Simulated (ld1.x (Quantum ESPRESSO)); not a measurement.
## Before and after: TM semilocal potential for Sb (Z = 51)

```
Element                 : antimony
Generator               : ld1.x (Quantum ESPRESSO) 7.5
Type                    : norm-conserving Troullier–Martins (semilocal form)
Functional              : PBE
Relativity              : scalar-relativistic
Frozen core             : [Kr]
Valence charge          : 15
Reference configuration : 4d10 5s2 5p2 (charge +1)
Partial waves           : 5p (bound): rc 1.85 bohr; 4d (bound): rc 1.15 bohr; 4f channel at -0.05 Ry: rc 1.60 bohr; 5s (bound): rc 1.60 bohr
Local potential         : the s channel
Core correction         : none
```

Change: all radii scaled by about 0.87 (s 1.40, p 1.62, d 1.00, f 1.40 bohr).

Cutoffs: the cutoffs (Ry, on a coarse ladder) from which the occupation-weighted sum of valence levels, in a spherical-Bessel basis at the reference potential, stays within 10 and 1 mRy of its value at 400 Ry; they do not see the model core or the augmentation charge, which bear on the density cutoff. Errors are all-electron minus pseudo energies relative to the spin-unpolarised reference configuration.

Problem. What does the change do?

Solution. The potential gets harder (110 Ry and 180 Ry → 120 Ry and 200 Ry); of the 7 tests that both files solve, the error grows in 6 and shrinks in 0 by more than 15 % and 0.3 meV (median size 4.5 → 6.9 meV); neither file shows a bound ghost. A smaller radius makes the pseudo-wave follow the all-electron one further in, where it bends more sharply, so more plane waves are needed. That the errors move this way runs against the usual rule that smaller radii transfer better. A semilocal file is local in each channel, so a ghost entry of none says nothing of the separable form that plane-wave codes build from it.

| quantity | base | changed |
| --- | --- | --- |
| cutoff, loose | 110 Ry | 120 Ry |
| cutoff, tight | 180 Ry | 200 Ry |
| loose cutoff by channel (10 mRy a level) | p 10 Ry, d 90 Ry, s 30 Ry | p 40 Ry, d 90 Ry, s 40 Ry |
| bound ghosts | none | none |
| error for 4d10 5s2 5p3, meV [ΔE -8.32 eV] | +4.5 | +6.9 |
| error for 4d10 5s2 5p1, meV [ΔE 15.97 eV] | +0.6 | +5.1 |
| error for 4d10 5s2 5p0, meV [ΔE 40.38 eV] | +12 | +31 |
| error for 4d10 5s1 5p3, meV [ΔE 8.73 eV] | +1.1 | +2.6 |
| error for 4d10 5s2 5p3.3, meV [ΔE -9.48 eV] | +6.0 | +9.6 |
| error for 4d10 5s2 5p2.5, meV [ΔE -5.05 eV] | +2.0 | +2.7 |
| error for 4d9 5s2 5p3, meV [ΔE 32.42 eV] | -157 | +147 |
